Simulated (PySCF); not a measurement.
**From computed data to an observable: chemical shift, span and skew from a shielding tensor**

C4H9NS, SMILES CS/C(C)=N/C. Atoms are numbered in the order given.

```xyz
15

C     -1.0550    -2.2641     0.0000
N     -0.8601    -0.8299     0.0000
C      0.3210    -0.3607     0.0000
C      1.6059    -1.1569     0.0000
S      0.5905     1.3950     0.0000
C     -1.1217     1.9924     0.0000
H     -0.6088    -2.7505    -0.8888
H     -2.1307    -2.4948     0.0000
H     -0.6088    -2.7505     0.8888
H      2.4935    -0.5097     0.0000
H      1.6480    -1.8092     0.8876
H      1.6480    -1.8092    -0.8876
H     -1.6490     1.6299     0.8924
H     -1.0719     3.0900     0.0000
H     -1.6490     1.6299    -0.8924
```

Geometry: B3LYP-D3(BJ)/def2-SVP. The structure was generated by enumeration; whether it is a known compound was not checked.

GIAO shieldings from KT2/pcSseg-1 in PySCF, non-relativistic, no solvent. The symmetric part of the tensor of C3 has the principal values -70.3, 30.0, 100.3 ppm. The same nucleus in TMS has σ = 185.1 ppm at this level (PySCF, at its B3LYP-D3(BJ)/def2-TZVP geometry).

Problem. Work out the isotropic shielding, the ¹³C shift against TMS, the span and the skew.

Solution. 
σ(iso) = (σ11 + σ22 + σ33)/3 = 20.0 ppm. δ = σ(ref) − σ(iso) = 185.1 − (20.0) = 165.1 ppm.
Span Ω = σ33 − σ11 = 170.6 ppm. Skew κ = 3(σ(iso) − σ22)/Ω = -0.18. Tumbling in solution averages the tensor to δ; in a static solid the shielding alone would spread this spin-1/2 line over Ω.
